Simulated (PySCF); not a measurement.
**Sc (scandium, neutral): UHF calculation**

Configuration: [Ar] 3d1 4s2, 2D determinant. All numbers are calculated (PySCF 2.14, the non-relativistic Hamiltonian (point nucleus), in pcseg-2).

```
Total energy                                                  : -759.725020 hartree
One-electron energy                                           : -1040.4734 hartree
Hartree (Coulomb) energy                                      : 318.7923 hartree
Exchange energy                                               : -38.0439 hartree
Kinetic energy                                                : 760.42296 hartree
⟨S²⟩                                                          : 0.7609
⟨L²⟩                                                          : 6.052
Sum of ⟨r⟩                                                    : 21.45 bohr
Sum of ⟨r²⟩                                                   : 52.97 bohr²
Traceless quadrupole moment −½Σ⟨3z² − r²⟩ along its main axis : 0.249 e·bohr²
Density at the nucleus (Gaussians lack the cusp)              : 6110 bohr⁻³
Spin density at the nucleus                                   : 0.0929 bohr⁻³
Langevin diamagnetic susceptibility                           : -42.0 ×10⁻⁶ cm³/mol
Time after the integrals                                      : 0.52 s of wall time on 1 thread of Neoverse-N1 (shared host)
```

| shell | electrons | mean orbital energy (hartree) | spread (hartree) | rms radius, mean of both spins (bohr) |
| --- | --- | --- | --- | --- |
| 1s α | 1 | -165.85401 | 0 | 0.0853 |
| 1s β | 1 | -165.85394 | 0 | 0.0853 |
| 2s α | 1 | -19.05814 | 0 | 0.374 |
| 2s β | 1 | -19.04423 | 0 | 0.374 |
| 2p α | 3 | -15.64983 | 0.00171 | 0.341 |
| 2p β | 3 | -15.63584 | 0.01858 | 0.341 |
| 3s α | 1 | -2.58744 | 0 | 1.16 |
| 3s β | 1 | -2.53303 | 0 | 1.16 |
| 3p α | 3 | -1.60379 | 0.03867 | 1.27 |
| 3p β | 3 | -1.53540 | 0.05385 | 1.27 |
| 3d α | 1 | -0.35052 | 0 | 1.90 |
| 4s α | 1 | -0.21622 | 0 | 4.24 |
| 4s β | 1 | -0.20453 | 0 | 4.24 |
